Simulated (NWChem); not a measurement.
C₂H₃BF₂O; SMILES FCB(C=O)F

```xyz
9

O     -1.3448     1.5332    -0.4284
C     -0.7658     1.0102     0.5132
B      0.5508     0.2040     0.1215
F      1.6993     0.8641    -0.0002
C      0.5065    -1.3235    -0.2570
F     -0.7257    -1.8827     0.0920
H     -1.1746     1.1069     1.5461
H      1.3075    -1.8838     0.2486
H      0.6655    -1.4615    -1.3380
```
Atoms are numbered in this order, from 1.

Results from NWChem. Medium grid unless said otherwise, to which SCAN and Minnesota functionals are sensitive. Structure relaxed at the B3LYP/6-31G* (spherical d) level.

Order these by “orbital gap (eV)”, lowest first: BLYP/def2-TZVP; B3LYP/def2-TZVP; M06-2X/def2-TZVP; Hartree-Fock/def2-TZVP.

BLYP/def2-TZVP (3.15), B3LYP/def2-TZVP (5.36), M06-2X/def2-TZVP (8.55), Hartree-Fock/def2-TZVP (13.83)
